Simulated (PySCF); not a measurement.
## H2CoN: from structure and modes to constants

These are results of UPBE0/[Co def2-TZVP, N def2-TZVP, H def2-TZVP], no relativity, density fitting, PySCF, not measurements.

The quintet minimum has C∞v symmetry. Masses (u): Co 58.93320, N 14.00307, H 1.00782.

```xyz
4
charge 0 multiplicity 5, angstrom
Co    0.2956    0.0000   -0.1558
N    -1.2147    0.0000    0.6404
H    -2.1099    0.0000    1.1123
H     1.7027    0.0000   -0.8976
```

Harmonic wavenumbers (cm⁻¹): 267.4 (π, ×2), 541.5 (π, ×2), 769.5 (σ+, ×1), 1804.5 (σ+, ×1), 3607.9 (σ+, ×1).

Find the principal moments of inertia and the rotational constants. What kind of rotor is it?

About the centre of mass I = 42.452 u Å². With B = 16.8576/I this gives 0.3971 cm⁻¹. The molecule is linear.

What is the harmonic zero-point energy?

Half the sum of all 7 wavenumbers, 7800/2 = 3900 cm⁻¹, which is 46.7 kJ/mol (1 cm⁻¹ = 0.0119627 kJ/mol).

Give the standard entropy (298.15 K, 1 bar) by its translational, rotational, vibrational and spin parts, and Cp.

Sackur–Tetrode with M = 74.95 u gives 162.7; rotation with symmetry number 1 gives 60.3; vibration 19.2; spin R ln 5 = 13.4. The total is 255.6 J/(mol K), and Cp = 7/2 R + 27.2 = 56.3 J/(mol K).

This need not be the most stable arrangement of these atoms. Open d and f shells are described by one determinant, and the ground state may have another occupation or spin.
